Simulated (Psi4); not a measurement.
CHClF$_{2}$, singlet, at a GFN2-xTB geometry; PBE0/6-31G* (Psi4 1.11).

Here is a job for Psi4.
```
memory 2 GB

molecule {
0 1
  F    -0.91618110    1.15238538   -0.29155080
  C    -0.46839157    0.05873261    0.32814171
  F    -1.11356005   -0.98802538   -0.19018830
  Cl    1.28015243   -0.11536838    0.05662272
  H    -0.68457158    0.12962689    1.40421534
}

set basis 6-31g*

energy('pbe0')
print_variables()
```

The log (banner, timings and long lists left out):

```
   => Loading Basis Set <=

    Name: 6-31G*
    Role: ORBITAL
    Keyword: BASIS

         ---------------------------------------------------------
                                   SCF
               by Justin Turney, Rob Parrish, Andy Simmonett
                          and Daniel G. A. Smith
                              RKS Reference
         ---------------------------------------------------------

  ==> Geometry <==

    Molecular point group: c1
    Full point group: C1

    Geometry (in Angstrom), charge = 0, multiplicity = 1:

       Center              X                  Y                   Z               Mass
    ------------   -----------------  -----------------  -----------------  -----------------
         F           -0.914936458534     1.153272744247    -0.270389180031    18.998403162730
         C           -0.467146928534     0.059619974247     0.349303329969    12.000000000000
         F           -1.112315408534    -0.987138015753    -0.169026680031    18.998403162730
         CL           1.281397071466    -0.114481015753     0.077784339969    34.968852682000
         H           -0.683326938534     0.130514254247     1.425376959969     1.007825032230

  Running in c1 symmetry.

  Rotational constants: A =      0.34613  B =      0.15921  C =      0.11614 [cm^-1]
  Rotational constants: A =  10376.64956  B =   4772.92493  C =   3481.65313 [MHz]
  Nuclear repulsion =  167.784994003593624

  Charge       = 0
  Multiplicity = 1
  Electrons    = 42
  Nalpha       = 21
  Nbeta        = 21

  ==> Algorithm <==

  SCF Algorithm Type is DF.
  DIIS enabled.
  MOM disabled.
  Fractional occupation disabled.
  Guess Type is SAD.
  Energy threshold   = 1.00e-06
  Density threshold  = 1.00e-06
  Integral threshold = 1.00e-12

  ==> Primary Basis <==

  Basis Set: 6-31G*
    Blend: 6-31G*
    Number of shells: 28
    Number of basis functions: 66
    Number of Cartesian functions: 66
    Spherical Harmonics?: false
    Max angular momentum: 2

  ==> DFT Potential <==

   => LibXC <=

    Version 7.1.2
    S. Lehtola, C. Steigemann, M. J. T. Oliveira, and M. A. L. Marques,  SoftwareX 7, 1–5 (2018) (10.1016/j.softx.2017.11.002)

   => Composite Functional: PBE0 <=

    PBE0 Hyb-GGA Exchange-Correlation Functional

    C. Adamo and V. Barone,  J. Chem. Phys. 110, 6158 (1999) (10.1063/1.478522)
    M. Ernzerhof and G. E. Scuseria,  J. Chem. Phys. 110, 5029 (1999) (10.1063/1.478401)

    Deriv               =              1
    GGA                 =           TRUE
    Meta                =          FALSE

    Exchange Hybrid     =           TRUE
    MP2 Hybrid          =          FALSE

   => Exchange Functionals <=

    0.7500   Perdew, Burke & Ernzerhof

   => Exact (HF) Exchange <=

    0.2500               HF

   => Correlation Functionals <=

    1.0000   Perdew, Burke & Ernzerhof

   => LibXC Density Thresholds  <==

    XC_HYB_GGA_XC_PBEH:  1.00E-15

   => Molecular Quadrature <=

    Radial Scheme          =       TREUTLER
    Pruning Scheme         =           NONE
    Nuclear Scheme         =       TREUTLER

    Blocking Scheme        =         OCTREE
    BS radius alpha        =              1
    Pruning alpha          =              1
    Radial Points          =             75
    Spherical Points       =            302
    Total Points           =         106980
    Total Blocks           =            872
    Max Points             =            256
    Max Functions          =             65
    Weights Tolerance      =       1.00E-15

   => Loading Basis Set <=

    Name: (6-31G* AUX)
    Role: JKFIT
    Keyword: DF_BASIS_SCF

  ==> Integral Setup <==

  SCF_SUBTYPE=INCORE selected. In-core MEM_DF algorithm will be used.
  Using in-core AOs.

  ==> MemDFJK: Density-Fitted J/K Matrices <==

    J tasked:                   Yes
    K tasked:                   Yes
    wK tasked:                   No
    Algorithm:                 Core
    Schwarz Cutoff:           1E-12
    Mask sparsity (%):       0.9183
    Fitting Condition:        1E-10

   => Auxiliary Basis Set <=

  Basis Set: (6-31G* AUX)
    Blend: CC-PVDZ-JKFIT
    Number of shells: 117
    Number of basis functions: 398
    Number of Cartesian functions: 398
    Spherical Harmonics?: false
    Max angular momentum: 3

  Minimum eigenvalue in the overlap matrix is 3.7982379686E-03.
  Reciprocal condition number of the overlap matrix is 6.3918252504E-04.
    Using symmetric orthogonalization.

  ==> Pre-Iterations <==

  SCF Guess: Superposition of Atomic Densities via on-the-fly atomic UHF (no occupation information).

   -------------------------
    Irrep   Nso     Nmo
   -------------------------
     A         66      66
   -------------------------
    Total      66      66
   -------------------------

  ==> Iterations <==

                           Total Energy        Delta E     RMS |[F,P]|

   @DF-RKS iter SAD:  -697.98095748053731   -6.97981e+02   0.00000e+00
   @DF-RKS iter   1:  -698.14092800843810   -1.59971e-01   5.05862e-03 DIIS/ADIIS
   @DF-RKS iter   2:  -698.12617958527426    1.47484e-02   6.12585e-03 DIIS/ADIIS
   @DF-RKS iter   3:  -698.17761985560867   -5.14403e-02   6.82065e-04 DIIS/ADIIS
   @DF-RKS iter   4:  -698.17848161396091   -8.61758e-04   1.02866e-04 DIIS/ADIIS
   @DF-RKS iter   5:  -698.17850361292756   -2.19990e-05   1.34435e-05 DIIS
   @DF-RKS iter   6:  -698.17850397043071   -3.57503e-07   3.00627e-06 DIIS
   @DF-RKS iter   7:  -698.17850398978192   -1.93512e-08   1.01609e-06 DIIS
   @DF-RKS iter   8:  -698.17850399203928   -2.25737e-09   3.12210e-07 DIIS
  Energy and wave function converged.

  ==> Post-Iterations <==

   Electrons on quadrature grid:
      Ntotal   =   42.0000107485 ; deviation = 1.075e-05

    Orbital Energies [Eh]
    ---------------------

    Doubly Occupied:

       1A   -101.732478     2A    -24.822394     3A    -24.822392
       4A    -10.463796     5A     -9.550115     6A     -7.286210
       7A     -7.276483     8A     -7.276366     9A     -1.325743
      10A     -1.259241    11A     -0.898696    12A     -0.718733
      13A     -0.604873    14A     -0.594757    15A     -0.561545
      16A     -0.464177    17A     -0.454206    18A     -0.439072
      19A     -0.388248    20A     -0.348342    21A     -0.347410

    Virtual:

      22A      0.020492    23A      0.121876    24A      0.127732
      25A      0.184132    26A      0.377729    27A      0.434601
      28A      0.456898    29A      0.462030    30A      0.495683
      31A      0.508418    32A      0.596390    33A      0.783011
      34A      0.851334    35A      0.859058    36A      0.868044
      37A      0.871815    38A      0.947933    39A      1.051616
      40A      1.093851    41A      1.178585    42A      1.246312
      43A      1.255355    44A      1.362135    45A      1.413012
      46A      1.435373    47A      1.441313    48A      1.686966
      49A      1.733928    50A      1.791648    51A      1.820718
      52A      1.853639    53A      1.963389    54A      2.063163
      55A      2.102481    56A      2.157986    57A      2.174116
      58A      2.454253    59A      2.463742    60A      2.656287
      61A      3.008496    62A      3.020736    63A      4.103359
      64A      4.121249    65A      4.352644    66A      4.536789

    Final Occupation by Irrep:
              A
    DOCC [    21 ]
    NA   [    21 ]
    NB   [    21 ]

  @DF-RKS Final Energy:  -698.17850399203928

   => Energetics <=

    Nuclear Repulsion Energy =            167.7849940035936243
    One-Electron Energy =               -1299.3555378656540142
    Two-Electron Energy =                 474.6888868204432015
    DFT Exchange-Correlation Energy =     -41.2968469504221432
    Empirical Dispersion Energy =           0.0000000000000000
    VV10 Nonlocal Energy =                  0.0000000000000000
    Total Energy =                       -698.1785039920391682

Computation Completed

Properties will be evaluated at   0.000000,   0.000000,   0.000000 [a0]

Properties computed using the SCF density matrix

 Multipole Moments:

 ------------------------------------------------------------------------------------
     Multipole            Electronic (a.u.)      Nuclear  (a.u.)        Total (a.u.)
 ------------------------------------------------------------------------------------

 L = 1.  Multiply by 2.5417464519 to convert [e a0] to [Debye]
 Dipole X            :         -0.2737735            0.0987852           -0.1749883
 Dipole Y            :         -0.0285835            0.0704289            0.0418454
 Dipole Z            :         -1.1366890            1.6795659            0.5428769
 Magnitude           :                                                    0.5719154

 ------------------------------------------------------------------------------------

  Variable Map:
  ----------------------------------------------------------------------------
  "CURRENT ENERGY"              =>    -698.178503992039
  "CURRENT REFERENCE ENERGY"    =>    -698.178503992039
  "DD SOLVATION ENERGY"         =>       0.000000000000
  "DFT FUNCTIONAL TOTAL ENERGY" =>    -698.178503992039
  "DFT TOTAL ENERGY"            =>    -698.178503992039
  "DFT VV10 ENERGY"             =>       0.000000000000
  "DFT XC ENERGY"               =>     -41.296846950422
  "GRID ELECTRONS ALPHA"        =>      21.000005374243
  "GRID ELECTRONS BETA"         =>      21.000005374243
  "GRID ELECTRONS TOTAL"        =>      42.000010748486
  "NUCLEAR REPULSION ENERGY"    =>     167.784994003594
  "ONE-ELECTRON ENERGY"         =>   -1299.355537865654
  "PCM POLARIZATION ENERGY"     =>       0.000000000000
  "PE ENERGY"                   =>       0.000000000000
  "SCF ITERATION ENERGY"        =>    -698.178503992039
  "SCF ITERATIONS"              =>       8.000000000000
  "SCF TOTAL ENERGY"            =>    -698.178503992039
  "TWO-ELECTRON ENERGY"         =>     474.688886820443
  "XC GRID RADIAL POINTS"       =>      75.000000000000
  "XC GRID SPHERICAL POINTS"    =>     302.000000000000
  "XC GRID TOTAL POINTS"        =>  106980.000000000000

  Array Variable Map:
  ----------------------------------------------------------------------------
  "CURRENT DIPOLE"              =>      -0.174988252212 ... 0.542876854359 1 by 3
  "SCF DIPOLE"                  =>      -0.174988252212 ... 0.542876854359 1 by 3
  "SCF TOTAL ENERGIES"          =>    -697.980957480537 ... -698.178503992039 1 by 9
```
